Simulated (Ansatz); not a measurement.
A run on `C=[CH][Al]([CH]=C)[CH]=C` with other settings.

```yaml
crystal:
  periodic: [false, false, false]
  atoms:
    - {symbol: C, position_ang: [-2.742251, 0.713875, 0.444501]}
    - {symbol: C, position_ang: [-1.538442, 1.184053, 0.105886]}
    - {symbol: Al, position_ang: [-0.001292, -0.001388, 0.002268]}
    - {symbol: C, position_ang: [-0.205649, -1.894070, 0.395808]}
    - {symbol: C, position_ang: [0.840474, -2.722540, 0.331475]}
    - {symbol: C, position_ang: [1.739868, 0.705922, -0.494636]}
    - {symbol: C, position_ang: [1.897595, 2.004338, -0.766887]}
    - {symbol: H, position_ang: [-2.906680, -0.337387, 0.672626]}
    - {symbol: H, position_ang: [-3.627568, 1.344168, 0.513640]}
    - {symbol: H, position_ang: [-1.484694, 2.253341, -0.102416]}
    - {symbol: H, position_ang: [-1.156791, -2.347020, 0.678352]}
    - {symbol: H, position_ang: [0.767633, -3.787957, 0.544596]}
    - {symbol: H, position_ang: [1.834991, -2.374470, 0.059413]}
    - {symbol: H, position_ang: [2.636716, 0.089789, -0.570128]}
    - {symbol: H, position_ang: [1.068071, 2.707242, -0.721597]}
    - {symbol: H, position_ang: [2.855222, 2.439505, -1.048699]}
basis:
  gaussian: {orbitals: cc-pVTZ, point_charges: [{charge: 1.00, position_ang: [6.495, -0.934, 0.436]}]}
hamiltonian: {xc: {name: BLYP}, dispersion: d3bj}
accuracy: high
```

```sh
$ ansatz run in.yaml --threads 2 --pin off --events-out ev --progress --plain --max-ram 32768MiB --backend cuda --devices 0, --max-vram 18GiB
```

It prints (some lines left out):

```
Functional definition: BLYP
6196 factors; integrals over basis functions are off by at most 6.1e-8 eV
mean field evaluation 1: about -12935.6627 eV, gradient 1.1e2 eV
mean field evaluation 2: about -12888.2880 eV, gradient 1.6e2 eV
mean field evaluation 4: about -12962.6876 eV, gradient 1.7e1 eV
mean field evaluation 8: about -12963.4208 eV, gradient 3.8e-1 eV
mean field evaluation 16: about -12963.4211 eV, gradient 7.2e-5 eV
mean field -12963.42111825 eV, -476.3969391733 hartree, gradient 4.6e-8 eV, S^2 0.000000; 0 other end points of the search recorded, 0 dependent functions left out
reference -12963.42119192 eV, -476.3969418807 hartree; 29, 29 occupied and 311, 311 virtual orbitals, 6196 factors
Total energy: -12964.20692664 eV, -476.4258170988 hartree
```

Hardware: 2 threads of an AMD EPYC 7R13 on a shared host and a share of an NVIDIA H100 80 GB. Wall time 30 s, peak host memory 1.4 GiB.
